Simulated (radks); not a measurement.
Question: Radial electron density D(r) = 4 pi r^2 rho(r) of an atom or ion with 63 electrons. All-electron calculation, Dirac Kohn-Sham, LDA (Slater exchange, Perdew-Wang correlation), spin-unpolarised, spherical densities, finite nucleus; Fermi nuclear charge, rms radius of each element as measured or else 0.836 A^(1/3) + 0.57 fm. Program: a radial shooting solver on a logarithmic mesh with Libxc functionals.

```
   r/bohr * D(r) (the largest magnitude, 117, reaches the edge; | marks zero)
 0.001008 | *
 0.001333 |   *
  0.00175 |    *
 0.002315 |       *
 0.003064 |           *
 0.004054 |                *
 0.005321 |                       *
  0.00704 |                              *
 0.009315 |                                    *
  0.01232 |                                         *
  0.01618 |                                         *
   0.0214 |                                       *
  0.02832 |                                     *
  0.03747 |                                        *
  0.04919 |                                                 *
  0.06508 |                                                      *
  0.08611 |                                                *
   0.1139 |                                         *
   0.1495 |                                             *
   0.1979 |                                               *
   0.2618 |                                *
   0.3464 |                     *
   0.4583 |                        *
   0.6016 |                     *
    0.796 |           *
    1.053 |      *
    1.394 |    *
    1.829 | *
     2.42 |*
    3.202 *
    4.237 *
```

What is the nuclear charge?

Answer: Z = 66. The innermost maximum, from 1s, lies near gamma/Z bohr with gamma = sqrt(1 - (Z/c)^2) = 0.876, here 0.0133 bohr (found: 0.0147), and its height grows with Z. The density is that of the dysprosium ion Dy3+ in [Xe] 4f9; the configuration itself is not fixed sharply by these data, and Z only to a few units. D(r) has 4 maxima, at r = 0.0147, 0.0651, 0.181, 0.493 bohr, and minima at 0.0283, 0.119, 0.355 bohr, inside which lie 2.01, 11.15, 29.53 electrons.
